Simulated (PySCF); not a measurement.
Electronic structure of Fe(2+) (iron, charge +2) at the UHF level

Configuration: [Ar] 3d6, high-spin 5D determinant. All numbers are calculated (PySCF 2.14, no relativity, point nucleus, in pcseg-2 (6s4p3d2f1g, 56 functions)).

```json
{
 "Total energy": "-1261.640335 hartree",
 "One-electron energy": "-1728.1697 hartree",
 "Hartree (Coulomb) energy": "520.6722 hartree",
 "Exchange energy": "-54.1429 hartree",
 "Kinetic energy": "1263.24308 hartree",
 "⟨S²⟩": "6.0041",
 "⟨L²⟩": "6.015",
 "Sum of ⟨r⟩": "15.19 bohr",
 "Sum of ⟨r²⟩": "15.87 bohr²",
 "Traceless quadrupole moment −½Σ⟨3z² − r²⟩ along its main axis": "0.457 e·bohr²",
 "Density at the nucleus (Gaussians lack the cusp)": "11800 bohr⁻³",
 "Spin density at the nucleus": "0.00967 bohr⁻³",
 "Langevin diamagnetic susceptibility": "-12.6 ×10⁻⁶ cm³/mol",
 "Time after the integrals": "0.45 s of wall time on 1 thread of Intel(R) Xeon(R) Platinum 8375C CPU @ 2.90GHz (shared host)"
}
```

```json
{"shell": "1s α", "electrons": "1", "mean orbital energy (eV)": "-7128.4", "spread (eV)": "0", "rms radius, mean of both spins (bohr)": "0.0685"}
{"shell": "1s β", "electrons": "1", "mean orbital energy (eV)": "-7128.3", "spread (eV)": "0", "rms radius, mean of both spins (bohr)": "0.0685"}
{"shell": "2s α", "electrons": "1", "mean orbital energy (eV)": "-887.17", "spread (eV)": "0", "rms radius, mean of both spins (bohr)": "0.292"}
{"shell": "2s β", "electrons": "1", "mean orbital energy (eV)": "-883.61", "spread (eV)": "0", "rms radius, mean of both spins (bohr)": "0.292"}
{"shell": "2p α", "electrons": "3", "mean orbital energy (eV)": "-764.28", "spread (eV)": "0.974", "rms radius, mean of both spins (bohr)": "0.262"}
{"shell": "2p β", "electrons": "3", "mean orbital energy (eV)": "-760.76", "spread (eV)": "0.010", "rms radius, mean of both spins (bohr)": "0.262"}
{"shell": "3s α", "electrons": "1", "mean orbital energy (eV)": "-136.03", "spread (eV)": "0", "rms radius, mean of both spins (bohr)": "0.882"}
{"shell": "3s β", "electrons": "1", "mean orbital energy (eV)": "-126.40", "spread (eV)": "0", "rms radius, mean of both spins (bohr)": "0.882"}
{"shell": "3p α", "electrons": "3", "mean orbital energy (eV)": "-98.479", "spread (eV)": "2.062", "rms radius, mean of both spins (bohr)": "0.940"}
{"shell": "3p β", "electrons": "3", "mean orbital energy (eV)": "-86.822", "spread (eV)": "1.478", "rms radius, mean of both spins (bohr)": "0.940"}
{"shell": "3d α", "electrons": "5", "mean orbital energy (eV)": "-36.777", "spread (eV)": "2.421", "rms radius, mean of both spins (bohr)": "1.18"}
{"shell": "3d β", "electrons": "1", "mean orbital energy (eV)": "-31.206", "spread (eV)": "0", "rms radius, mean of both spins (bohr)": "1.18"}
```
